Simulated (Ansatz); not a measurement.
Basis-set extrapolation for C10H18 (`CC1=CCC(C(C)C)CC1`) (PBE0-D4/def2-TZVP geometry, frozen core, Ansatz). Multiplicity 1, RHF reference.

```tsv
	def2-TZVPP	def2-QZVPP
HF	-389.297801	-389.315353
MP2 correlation	-1.713734	-1.819143
CCSD(T) correlation	-1.881499	not run
```

Energies in hartree. Use E(X) = E(∞) + A·exp(−7.88·√X) for Hartree–Fock and E(X) = E(∞) + B·X^(−2.97) for correlation, with X = 3 and 4, and add CCSD(T) minus MP2 of the smaller set to the MP2 limit.

Task: What is the CCSD(T) energy at the basis-set limit?

Result: HF limit: -389.315353 + (-0.017552) × 0.13774 = -389.31777. MP2 limit: -1.819143 + (-0.105409) × 0.74074 = -1.89722. Higher-order term: -1.881499 − (-1.713734) = -0.16776. Total: -391.38275 hartree, 5.54 eV below CCSD(T)/def2-TZVPP.
